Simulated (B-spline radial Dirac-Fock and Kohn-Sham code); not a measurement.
## The K (1s) hole of phosphorus ions: width and yield against charge

Level of theory: one-electron (LDA, Dirac) transition rates at Dirac-Fock energies; a B-spline atomic structure program. Tabulated ground configurations, configuration averages; single configurations, so decays that open only by mixing (as 1s 2s² with 1s 2p² in Be-like ions) are missing and such tiny yields are far too low.

| ion | configuration | radiative (eV) | non-radiative (eV) | yield |
| --- | --- | --- | --- | --- |
| P | [Ne] 3s2 3p3 | 0.0316 | 0.461 | 0.0641 |
| P⁺ | [Ne] 3s2 3p2 | 0.0314 | 0.459 | 0.0640 |
| P²⁺ | [Ne] 3s2 3p1 | 0.0311 | 0.455 | 0.0640 |
| P³⁺ | [Ne] 3s2 | 0.0307 | 0.449 | 0.0640 |
| P⁵⁺ | [He] 2s2 2p6 | 0.0312 | 0.437 | 0.0666 |
| P⁶⁺ | [He] 2s2 2p5 | 0.0279 | 0.361 | 0.0717 |
| P⁷⁺ | [He] 2s2 2p4 | 0.0239 | 0.282 | 0.0781 |
| P⁸⁺ | [He] 2s2 2p3 | 0.0192 | 0.205 | 0.0853 |
| P⁹⁺ | [He] 2s2 2p2 | 0.0136 | 0.138 | 0.0900 |
| P¹⁰⁺ | [He] 2s2 2p1 | 0.00725 | 0.0860 | 0.0777 |
| P¹¹⁺ | [He] 2s2 | 6.67e-10 | 0.0591 | 1.13e-08 |

Values without a named source are computed, but for edge energies of neutral atoms, which are taken from tables.
